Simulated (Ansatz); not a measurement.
`O=C(O)[SiH2][SeH]` + `CBO` → `CBOC(=O)O` + `[SiH3][SeH]`  (substitution at a C–Si bond)

Isolated molecules relaxed with PBE0-D4/def2-TZVP in Ansatz; ΔE leaves out vibrations. CCSD(T)/CBS adds triple-zeta CCSD(T) − MP2 to the extrapolated MP2 energy (def2 sets, frozen cores). For Se outer-core shells are correlated without core-valence functions, which leaves a few kJ/mol of doubt a bond. Scalar relativity is left out up to krypton. Each species was taken in one conformer, which may not be the lowest.

| species | MP2/def2-QZVPP energy (Eh) |
| --- | --- |
| `O=C(O)[SiH2][SeH]` | -2880.27196 |
| `CBO` | -141.00958 |
| `CBOC(=O)O` | -329.35879 |
| `[SiH3][SeH]` | -2691.91496 |

Q: Work out ΔE.

A: ΔE = (-329.35879) + (-2691.91496) − (-2880.27196) − (-141.00958) = 0.00779 Eh = +20.5 kJ/mol. CCSD(T)/CBS gives +18.0 kJ/mol.

Largest T1 diagnostic among the species: 0.014.

From PBE to PBE0 (25 % exact exchange), in def2-TZVPP and without D4, ΔE moves by −9.9 kJ/mol. In def2-TZVPP, CCSD(T) changes the Hartree–Fock value by +29.2 kJ/mol (the triples alone add +3.9 kJ/mol) and MP2 by +33.8 kJ/mol.
